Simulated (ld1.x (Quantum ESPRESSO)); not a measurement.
# Pseudopotential generation for lithium: PAW, PBEsol, scalar-relativistic.

ld1.x (Quantum ESPRESSO) 7.5 was run on this input:

```
&input
   title='Li', zed=3., rel=1, dft='PBESOL', iswitch=3,
   config='[He] 2s0 2p1',
   nld=2, rlderiv=4.75, eminld=-2.0, emaxld=5.0, deld=0.02
 /
 &inputp
   pseudotype=3, lpaw=.true., tm=.true., lloc=-1, rcloc=3.50,
   nlcc=.true.,
   which_augfun='BESSEL', rmatch_augfun=1.70,
   file_pseudopw='Li.UPF', file_wfcaegen='ae.wfc', file_wfcncgen='nc.wfc', file_beta='beta', file_chi='chi', file_wfcusgen='us.wfc'
 /
4
2S  1  0   0.00   0.00  2.35  3.20  0.0
2S  1  0   0.00   2.50  2.35  3.20  0.0
2P  2  1   1.00   0.00  3.45  4.40  0.0
2P  2  1   0.00   1.70  3.45  4.40  0.0
 &test
   configts(1)='2s0 2p1'
 /
```

Command:

```bash
ld1.x < Li.in > Li.out
```

Resulting log (shortened: banner, matrices, multipoles, cross overlaps and the repeated all-electron block are left out):

```
Program LD1 v.7.5
     --------------------------- All-electron run ----------------------------

     Li
     scalar relativistic calculation

     atomic number is  3.00
     dft =PBESOL   lsd =0 sic =0 latt =0  beta=0.20 tr2=1.0E-14
     Exchange-correlation= PBESOL
                           (   1   4  10   8   0   0   0)
     mesh =1017 r(mesh) =  99.62247 a.u. xmin = -7.00 dx = 0.01250
     1 Ry =  13.60569312 eV, c = 137.03599908

     n l     nl                  e(Ry)          e(Ha)          e(eV)
     1 0     1S 1( 2.00)        -3.8898        -1.9449       -52.9237
     2 0     2S 1( 0.00)        -0.2417        -0.1209        -3.2891
     2 1     2P 1( 1.00)        -0.1130        -0.0565        -1.5379

     final scf error:  3.2E-15 reached in  25 iterations

     Etot =     -14.646250 Ry,      -7.323125 Ha,    -199.272389 eV

     Ekin =      14.532957 Ry,       7.266479 Ha,     197.730953 eV
     Encl =     -33.550331 Ry,     -16.775166 Ha,    -456.475508 eV
     Eh   =       7.738924 Ry,       3.869462 Ha,     105.293419 eV
     Exc  =      -3.367800 Ry,      -1.683900 Ha,     -45.821253 eV

     normalization and overlap integrals

     s(1S/1S) =  1.000000  <r> =   0.5826  <r2> =    0.4660  r(max) =   0.3638
     s(2S/2S) =  1.000000  <r> =   3.9489  <r2> =   18.5612  r(max) =   3.1626
     s(2P/2P) =  1.000000  <r> =   4.9616  <r2> =   30.0737  r(max) =   3.9606

     ------------------------ End of All-electron run ------------------------

     --------------------- Generating PAW atomic setup --------------------

      Generating local potential from pseudized AE potential:
      Matching radius rcloc =   3.5000

      Local pseudo, rcloc= 3.495 Estimated cut-off energy=     5.09 Ry

      Computing core charge for nlcc:

       r > 1.57 : true rho core
       r < 1.57 : rho core = a sin(br)/r    a=   0.19  b=   1.73

      Integrated core pseudo-charge :   0.22
      Wfc-us  2S rcutus= 3.163  Estimated cut-off energy=    12.34 Ry
      Wfc-us  2S rcutus= 3.163  Estimated cut-off energy=    12.21 Ry
      Wfc-us  2P rcutus= 4.377  Estimated cut-off energy=     3.95 Ry
      Wfc-us  2P rcutus= 4.377  Estimated cut-off energy=     5.64 Ry

     Required augmentation: BESSEL   radius:    1.700000
     Suggested rho cutoff for augmentation:  18.55 Ry

     Estimated PAW energy =   -3.434374 Ryd

     ------------------- End of pseudopotential generation -------------------

     Computing logarithmic derivative in   4.74769

       Warning: n=1, l=0 expected 0 nodes, found 1
       Setting wfc to zero for this iteration
       (This warning will only be printed once per wavefunction)

       Zero norm: self consistency problem; state:  1 (l=  0, j=0.0)
     Computing logarithmic derivative in   4.74769
     Computing the partial wave expansion
     R is outside the sphere for l=    0 j= 0.00
     R is outside the sphere for l=    0 j= 0.00
     R is outside the sphere for l=    1 j= 0.00
     R is outside the sphere for l=    1 j= 0.00

     ---------------------- Testing the pseudopotential ----------------------

     Li
     scalar relativistic calculation

     atomic number is  3.00   valence charge is  1.00
     dft = SLA  PW   PSX  PSC   lsd =0 sic =0 latt =0  beta=0.20 tr2=1.0E-14
     mesh =1017 r(mesh) =  99.62247 xmin = -7.00 dx = 0.01250

     n l     nl             e AE (Ry)        e PS (Ry)    De AE-PS (Ry)
     1 0     2S   1( 0.00)       -0.24174       -0.24174        0.00000
     2 1     2P   1( 1.00)       -0.11304       -0.11304        0.00000

     eps = 7.1E-15  iter =  1

     Etot =     -14.646250 Ry,      -7.323125 Ha,    -199.272389 eV
     Etotps =    -3.434374 Ry,      -1.717187 Ha,     -46.727038 eV

     Ekin =       0.275587 Ry,       0.137794 Ha,       3.749553 eV
     Encl =      -0.525701 Ry,      -0.262851 Ha,      -7.152533 eV
     Ehrt =       0.183540 Ry,       0.091770 Ha,       2.497194 eV
     Ecxc =      -3.367800 Ry,      -1.683900 Ha,     -45.821252 eV
     (Ecc =      -0.090463 Ry,      -0.045232 Ha,      -1.230814 eV)

     ---------------------- End of pseudopotential test ----------------------
```

Generation and configuration tests took about 2 s on one core of a shared server CPU.

Transferability test of the new file with ld1.x, input:

```
&input
   title='Li', zed=3., rel=1, dft='PBESOL', iswitch=2,
   config='[He] 2s0 2p1'
 /
 &test
   file_pseudo='Li.UPF', nconf=3,
   configts(1)='2s0 2p1',
   configts(2)='2s1 2p0',
   configts(3)='2s0.5 2p0'
 /
```

```bash
ld1.x < Li.test.in > Li.test.out
```

Pseudopotential blocks of its output, shortened (energy terms left out; the distinct warnings before each block abridged to one line each):

```
     Warning: n=1, l=0 expected 0 nodes, found 1
     ---------------------- Testing the pseudopotential ----------------------

     n l     nl             e AE (Ry)        e PS (Ry)    De AE-PS (Ry)
     1 0     2S   1( 0.00)       -0.24174       -0.24174        0.00000
     2 1     2P   1( 1.00)       -0.11304       -0.11304        0.00000

     eps = 7.2E-15  iter =  1

     Etot =     -14.646250 Ry,      -7.323125 Ha,    -199.272389 eV
     Etotps =    -3.434374 Ry,      -1.717187 Ha,     -46.727038 eV

     ---------------------- End of pseudopotential test ----------------------

          BEWARE! Errors in PS-KS equations
     Warning: n=2, l=1 expected 0 nodes, found 1
     ---------------------- Testing the pseudopotential ----------------------

     n l     nl             e AE (Ry)        e PS (Ry)    De AE-PS (Ry)
     1 0     2S   1( 1.00)       -0.20741       -0.20741        0.00000
     2 1     2P   1( 0.00)       -0.07758       -0.07758        0.00000

     eps = 1.4E-33  iter =  3

     Etot =     -14.775692 Ry,      -7.387846 Ha,    -201.033535 eV
     Etotps =    -3.389921 Ry,      -1.694961 Ha,     -46.122227 eV
     dEtot_ae =      -0.129442 Ry
     dEtot_ps =       0.044453 Ry,   Delta E=      -0.173895 Ry

     ---------------------- End of pseudopotential test ----------------------

          BEWARE! Errors in PS-KS equations
     ---------------------- Testing the pseudopotential ----------------------

     n l     nl             e AE (Ry)        e PS (Ry)    De AE-PS (Ry)
     1 0     2S   1( 0.50)       -0.38573       -0.38573        0.00000
     2 1     2P   1( 0.00)       -0.24021       -0.31228        0.07206  !

     eps = 2.2E-32  iter =  3

     Etot =     -14.627730 Ry,      -7.313865 Ha,    -199.020408 eV
     Etotps =    -3.375377 Ry,      -1.687688 Ha,     -45.924341 eV
     dEtot_ae =       0.018520 Ry
     dEtot_ps =       0.058997 Ry,   Delta E=      -0.040477 Ry

     ---------------------- End of pseudopotential test ----------------------
```
